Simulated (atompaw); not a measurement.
# What one change does to a pseudopotential (Eu (Z = 63), PAW (atompaw))

atompaw 4.2.0.5 input, output lines left out:

```
Eu 63
LDA-PW scalarrelativistic loggrid 2001 logderivrange -2 5 176
6 6 5 4 0 0
6 1 0
5 2 0
4 3 7
0 0 0
c
c
c
c
c
v
c
c
c
c
v
c
c
v
v
3
3.00 2.65 2.05 1.90
y
1.4
n
y
0.9
n
y
3.2
n
y
0.45
n
bloechl besselshape
4 0 ultrasoft
```

All-electron outer shells of the reference configuration (LDA (PW92), scalar-relativistic, ld1.x):

```
shell  level (eV)  outermost node (bohr)  outermost maximum (bohr)
   5s      -44.80                   0.67                      1.23
   5p      -23.88                   0.72                      1.41
   6s       -3.76                   1.66                      3.56
   4f       -2.92                      –                      0.59
   5d       -1.71                   0.82                      2.19
   6p       -1.24                   2.02                      4.93
```

Change: local potential ultrasoft scheme with l = 4 at 0 Ry, radius 2.40 bohr.

Cutoffs: the cutoffs (Ry, on a coarse ladder) from which the occupation-weighted sum of valence levels, in a spherical-Bessel basis at the reference potential, stays within 10 and 1 mRy of its value at 400 Ry; they do not see the model core or the augmentation charge, which bear on the density cutoff.

Question: What does the change do?

Answer: The potential gets softer (35 Ry and 45 Ry → 30 Ry and 35 Ry); both files keep a bound ghost (p, s).

| quantity | base | changed |
| --- | --- | --- |
| cutoff, loose | 35 Ry | 30 Ry |
| cutoff, tight | 45 Ry | 35 Ry |
| loose cutoff by channel (10 mRy a level) | s 6 Ry, f 25 Ry | s 6 Ry, f 21 Ry |
| bound ghosts | s, p | s, p |
| s: phases at 3.01 bohr within 0.05 rad from the reference energy up to (Ry; the scan ends near 5) | 4.8 | 4.6 |
| p: phases at 3.01 bohr within 0.05 rad from the reference energy up to (Ry; the scan ends near 5) | to the end of the scan | 4.9 |
| d: phases at 3.01 bohr within 0.05 rad from the reference energy up to (Ry; the scan ends near 5) | to the end of the scan | to the end of the scan |
| f: phases at 3.01 bohr within 0.05 rad from the reference energy up to (Ry; the scan ends near 5) | 1.4 | 1.4 |
| lowest overlap eigenvalue by channel | s 0.06, p 0.05, d 0.85, f 1.00 | s 0.05, p 0.04, d 0.91, f 0.99 |

 A true bound ghost makes a file unfit for plane-wave use even where its test errors are small: the radial tests pick states by their node count and pass the ghost by. The cutoffs see the waves, projectors and local potential, not the compensation charge or the core.
